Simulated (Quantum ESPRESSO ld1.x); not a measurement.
These are the eigenvalues of the occupied orbitals of an atom or ion with whole-number occupations (Ry). Method: Dirac Kohn-Sham, PW91, spin-unpolarised, spherical densities, point nucleus; computed with ld1.x of Quantum ESPRESSO 7.5.

1s1/2: -808.762
2s1/2: -147.174
2p1/2: -137.082
2p3/2: -134.985
3s1/2: -54.9243

Which element is it, and in what charge state? The configuration may be excited. Open shells, if any, fill j = l - 1/2 first.

Answer. Z = 31, gallium, charge +19: Ga19+ in [Ne] 3s2. The list shows which subshells hold electrons but not how many an open one holds; the 1s level, -404.38 hartree, gives Z - s = 28.4 by -(Z - s)^2/2, which with screening and relativity narrows Z to a few neighbours, and the depths of the outer levels then fix element, charge and occupations together.
